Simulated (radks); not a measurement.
Spherical quantum dot in the effective-mass picture: electrons in a hard-walled sphere of radius 3.67, all in effective atomic units (hartree* = m*/eps^2 hartree, bohr* = eps/m* bohr), one dielectric constant everywhere. Calculated with a radial shooting solver with Libxc functionals: non-relativistic Kohn-Sham, r2SCAN, spin-polarised, spherical densities, generalised Kohn-Sham scheme. Levels are named by radial order and angular momentum (1s, 1p, 1d, 2s, ...), and open shells are averaged over m. Results are scaled to m* = 0.396 and eps = 13.2, for which hartree* = 61.84 meV and bohr* = 1.764 nm.

N = 9, configuration 1s2 1p6 1d(up 1, down 0). This is the lowest configuration that the search found. Occupied and some empty levels:

level    occupation  eigenvalue (meV)  <r> (nm)
1s up             1            215.73     3.964
1s down           1            217.22     3.927
1p up             3            231.65     4.246
1p down           3            233.60     4.230
1d up             1            256.91     4.460
1d down           0            259.16     4.455
1f up             0            290.08     4.626
1f down           0            292.45     4.625
2s up             0            294.37     2.996
2s down           0            295.08     3.044
2p up             0            337.83     3.424
2p down           0            338.46     3.438

Energy (meV): total 1197.45, kinetic 439.76, external 0, Hartree 955.22, exchange-correlation -197.52.

Electron density:

r (nm)  n(r) (e/nm^3)
0.495        0.003029
0.980        0.003978
1.46         0.005577
1.95         0.007804
2.43          0.01049
2.92          0.01324
3.40          0.01543
3.88          0.01626
4.37          0.01500
4.85          0.01151
5.34         0.006694
5.82         0.002359
6.31        0.0001498
